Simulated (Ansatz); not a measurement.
Consider the redistribution: `COB(C)F` + `[CH3][Ge][Cl]` → `CB(C)F` + `C[O][Ge][Cl]`.

Program: Ansatz. Geometries: PBE0-D4/def2-TZVP. ΔE: electronic, gas phase. CCSD(T)/CBS is the MP2 limit (def2-TZVPP, def2-QZVPP) plus CCSD(T) − MP2 in def2-TZVPP, frozen cores. DFT in def2-TZVPP. For Ge outer-core shells are correlated without core-valence functions, which leaves a few kJ/mol of doubt a bond. Scalar relativity is left out up to krypton. One conformer a species, not always the lowest.

```
        species  CAM-B3LYP-D4 energy (Eh)
      `COB(C)F`                -279.87260
`[CH3][Ge][Cl]`               -2577.28748
       `CB(C)F`                -204.59681
 `C[O][Ge][Cl]`               -2652.55749
```

(1) Work out ΔE.

Largest T1 diagnostic among the species: 0.015.

Results:

(1) ΔE = (-204.59681) + (-2652.55749) − (-279.87260) − (-2577.28748) = 0.00578 Eh = +3.6 kcal/mol. CCSD(T)/CBS gives +4.7 kcal/mol.

From BLYP to BHLYP (50 % exact exchange), in def2-TZVPP and without D4, ΔE moves by +3.5 kcal/mol. In def2-TZVPP, CCSD(T) changes the Hartree–Fock value by −1.8 kcal/mol (the triples alone add −0.7 kcal/mol) and MP2 by −2.7 kcal/mol.
